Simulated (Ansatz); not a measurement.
Born–Oppenheimer molecular dynamics of H10O2Si4 (16 atoms, charge 0, multiplicity 1). It starts from a relaxed structure.

Theory: RKS PBE/STO-3G (Ansatz).

* ensemble: NVT, Langevin thermostat
* time step: 0.5 fs
* steps asked: 223
* set temperature: 300 K
* friction: 0.02 /fs
* seed: 208425

First frame:

```xyz
16
Properties=species:S:1:pos:R:3
Si -0.061 -0.111 -0.245
O -0.213 -0.090 1.491
H -1.183 -0.407 1.659
Si 2.169 0.062 -0.648
H 2.880 -1.088 -0.108
H 2.433 0.103 -2.079
H 2.739 1.261 -0.052
O -0.736 1.339 -0.915
Si -2.410 1.596 -0.619
H -2.724 1.791 0.798
H -2.772 2.803 -1.348
H -3.237 0.482 -1.091
Si -1.015 -2.001 -1.140
H -2.177 -2.433 -0.374
H -1.449 -1.800 -2.517
H -0.065 -3.105 -1.139
```

(1) What does the run give?

(2) What happens to the structure?

(3) How do temperature and energy run in time?

Results:

(1) The run went to its last step.

- steps done: 223
- time covered: 111.5 fs
- mean temperature over the second half: 234 K
- spread of the potential energy over the second half: 3.7 meV per atom
- mean potential energy of the second half above the start: 26.6 meV per atom

The mean temperature of the second half is 22 % below the set value. A run of 0.11 ps of so small a system gives no equilibrium averages. Limits of this set-up: minimal basis.

(2) The same pairs are bonded in the first frame and the last. Pairs count as bonded within 1.25 times the sum of covalent radii (0.12 Å more for H–H). This is one draw of velocities; another would differ in detail.

(3) 
| time (fs) | T (K) | potential energy less start (eV) |
| --- | --- | --- |
| 0 | 281 | 0.000 |
| 3.5 | 185 | 0.247 |
| 7 | 220 | 0.203 |
| 10.5 | 167 | 0.375 |
| 14 | 217 | 0.312 |
| 17.5 | 167 | 0.403 |
| 21 | 162 | 0.371 |
| 24.5 | 215 | 0.315 |
| 28 | 182 | 0.355 |
| 31.5 | 196 | 0.334 |
| 35 | 185 | 0.404 |
| 38.5 | 267 | 0.282 |
| 42 | 206 | 0.427 |
| 45.5 | 271 | 0.318 |
| 49 | 233 | 0.466 |
| 52.5 | 275 | 0.451 |
| 56 | 180 | 0.614 |
| 59.5 | 189 | 0.544 |
| 63 | 193 | 0.486 |
| 66.5 | 241 | 0.383 |
| 70 | 300 | 0.376 |
| 73.5 | 243 | 0.469 |
| 77 | 226 | 0.448 |
| 80.5 | 282 | 0.378 |
| 84 | 307 | 0.325 |
| 87.5 | 260 | 0.399 |
| 91 | 198 | 0.456 |
| 94.5 | 177 | 0.481 |
| 98 | 186 | 0.408 |
| 101.5 | 247 | 0.398 |
| 105 | 271 | 0.366 |
| 108.5 | 224 | 0.413 |

Time of the run: 24 min on 1 thread of Intel(R) Xeon(R) Platinum 8259CL CPU @ 2.50GHz (Skylake/Cascade Lake), with other jobs on the host, peak memory 0.13 GiB.
